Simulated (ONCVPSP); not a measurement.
## tantalum, ONCV: configuration errors across variants

ONCVPSP 4.0.1 input, shortened (lines: element, Z, core and valence counts, functional; n l f; lmax; l rc ep ncon nbas qcut; lloc lpopt rc5 dvloc0; l nproj debl; icmod fcfact rcfact), BLYP, scalar-relativistic:

```
  Ta 73.00   10    4  -106131      upf
    1    0    2.00
    2    0    2.00
    2    1    6.00
    3    0    2.00
    3    1    6.00
    3    2   10.00
    4    0    2.00
    4    1    6.00
    4    2   10.00
    4    3   14.00
    5    0    2.00
    5    1    6.00
    5    2    3.00
    6    0    2.00
    2
    0    1.95    0.00    5    9    8.00
    1    1.65    0.00    4    7    7.00
    2    1.65    0.00    4    8    9.50
    2    5    1.65    0.00
    0    2    3.90
    1    2    2.00
    2    0    2.90
    0    0.00    0.00
```

All-electron excitation energies from the reference (eV): (1) 5s2 5p6 5d3 6s1 8.394; (2) 5s2 5p6 5d3 6s0 23.446; (3) 5s2 5p6 5d2 6s0 47.037; (4) 5s2 5p6 5d3 6s1 6p1 4.174.

2 further variants failed, have other tests or another functional or relativity, and are left out.

Errors AE − PS in meV (a dash: test not solved or not reliable):

```tsv
change	(1)	(2)	(3)	(4)	bound ghosts	GHOST(+) flags above zero
base	-0.4	+7.3	+2.8	0.0	none	none
d: nproj 1; local potential polynomial inside 1.40 bohr (lpopt 5, dvloc0 6 Ha)	-0.4	+7.3	+2.8	0.0	none	none
s: rc 2.42	-0.8	+5.3	+1.4	-0.2	none	none
```

Problem. Give the same row for: d: qcut 7.6.

Solution. -0.4, +7.3, +3.1, 0.0; bound ghosts: none; GHOST(+) flags above zero: none.
